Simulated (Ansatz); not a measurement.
Cost and result for the atomization energy of C2H6FGeN, SMILES `C[N](C)[Ge][F]` (11 atoms, 10 bonds).

```tsv
atom	x (Å)	y (Å)	z (Å)
C1	-0.943	-0.680	0.126
N2	0.349	-0.049	0.018
C3	0.294	1.359	-0.287
Ge4	1.972	-0.849	0.227
F5	1.357	-2.477	0.566
H6	-1.541	-0.214	0.920
H7	-0.824	-1.739	0.354
H8	-1.506	-0.583	-0.811
H9	-0.249	1.915	0.487
H10	1.303	1.776	-0.355
H11	-0.212	1.541	-1.244
```

The species carries charge 0 and has multiplicity 1. Correlated methods include outer-core shells of Ge, which these sets cover unevenly. Scalar relativity is left out up to krypton. The geometry is a stationary point of PBE0-D4/def2-TZVP. It is one conformer, not always the lowest. Program: Ansatz. All runs use 4 threads of a server CPU on a shared host. Times are those of one run each, without the atoms' runs, and a repeat can differ threefold. Electronic energies, without spin–orbit coupling; frozen cores. CCSD(T)/CBS adds CCSD(T) − MP2 in def2-TZVPP to the MP2 limit, and its time is that of the two runs behind it. T1 = 0.015. With those shells the extrapolation isn't a true limit. B3LYP takes the VWN-RPA correlation (the form of Gaussian; ORCA's B3LYP/G).

CCSD(T)/CBS is a level of theory with its own doubt, some kJ/mol a heavy atom from the limit and from the frozen cores, so smaller differences don't rank the functionals.

```csv
level,functions,wall time,atomization (kcal/mol),difference from CCSD(T)/CBS,per bond
LDA (SPW92)/def2-TZVPP,256,1.4 s,1130.9,149.9,15.0
BLYP-D4/def2-TZVPP,256,2.6 s,986.6,5.6,0.6
PBE-D4/def2-TZVPP (with forces),256,2.9 s,1004.4,23.4,2.3
PBE0-D4/def2-TZVPP,256,3.8 s,980.4,-0.6,-0.1
CAM-B3LYP-D4/def2-TZVPP,256,4.3 s,986.4,5.4,0.5
B3LYP-D4/def2-TZVPP (with forces),256,6 s,982.6,1.6,0.2
B2PLYP/def2-TZVPP,256,7.5 s,971.2,-9.8,-1.0
PBE-QIDH/def2-TZVPP,256,7.5 s,970.0,-11.0,-1.1
ωB97X-V/def2-TZVPP,256,8.5 s,983.1,2.1,0.2
CCSD(T)/def2-SVP,118,13 s,925.5,-55.5,-5.6
MP2/def2-QZVPP,497,33 s,985.6,4.6,0.5
CCSD(T)/def2-TZVPP,256,5.4 min,954.1,-26.9,-2.7
CCSD(T)/CBS(def2),–,5.9 min,981.0,0.0,0.0
```

In def2-TZVPP, CCSD(T) changes the Hartree–Fock value by +261.7 kcal/mol (the triples alone add +16.3 kcal/mol) and MP2 by +277.3 kcal/mol; breaking electron pairs costs correlation energy, which Hartree–Fock lacks. From r2SCAN to r2SCAN0 (25 % exact exchange), in def2-TZVPP and without D4, the atomization energy moves by −19.1 kcal/mol: exact exchange takes away binding that semilocal exchange gives to molecules. At CCSD(T), def2-SVP lies −55.5 kcal/mol from the extrapolated value and def2-TZVPP −26.9 kcal/mol: correlation converges slowly with the basis, and small sets miss more of it in the bonded molecule than in its fragments.
